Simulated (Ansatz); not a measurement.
Geometry optimisation, Ansatz 0.2.0, RKS PBE-D4/def2-SVP.

Input file:

```yaml
crystal:
  periodic: [false, false, false]
  atoms:
    - { symbol: "N", position_ang: [-0.32368, 1.56441, 0.08901] }
    - { symbol: C, position_ang: [-0.81996, 0.4481, 0.43112] }
    - { symbol: Si, position_ang: [0.0838, -1.22156, 0.01774] }
    - { symbol: O, position_ang: [1.35752, -0.55003, -0.70911] }
    - { symbol: H, position_ang: [0.56677, 1.57111, -0.40984] }
    - { symbol: H, position_ang: [-0.75545, 2.46926, 0.27731] }
    - { symbol: H, position_ang: [-1.76777, 0.45826, 0.95906] }
    - { symbol: H, position_ang: [-0.82259, -1.91736, -0.87875] }
    - { symbol: H, position_ang: [0.37116, -1.81963, 1.30882] }
    - { symbol: H, position_ang: [2.11018, -1.00256, -1.08537] }
total_charge: 1
basis:
  gaussian: { orbitals: def2-SVP }
hamiltonian:
  xc: pbe
  dispersion: d4
relax:
  f_tol: 0.015
  max_steps: 40
```

Launched with:

```bash
$ ansatz run input.yaml --threads 1 --pin off --max-ram 2048MiB --backend cpu --events-out ev --progress --plain --runs-dir out
```

Q: Where does it end, and by what steps?

A: The run converged. Limits of this set-up: the dipole of an ion depends on the origin. After 6 steps the energy has fallen by 0.160 eV; H5 moved furthest, 0.11 Å.

```tsv
step	energy less start (eV)	largest force component (eV/Å)	accepted
0	0.0000	1.570	yes
1	-0.1284	0.649	yes
2	-0.1534	0.218	yes
3	-0.1559	0.112	yes
4	-0.1573	0.235	yes
5	-0.1600	0.065	yes
6	-0.1604	0.008	yes
```

```xyz
10
Properties=species:S:1:pos:R:3
N -0.299 1.536 0.082
C -0.863 0.434 0.449
Si 0.071 -1.206 0.024
O 1.357 -0.439 -0.719
H 0.614 1.467 -0.415
H -0.699 2.472 0.253
H -1.834 0.517 0.977
H -0.832 -1.990 -0.874
H 0.370 -1.874 1.328
H 2.114 -0.917 -1.105
```

The run took 20 s on 1 thread of Arm Neoverse V2, on a shared host, peak memory 0.14 GiB.
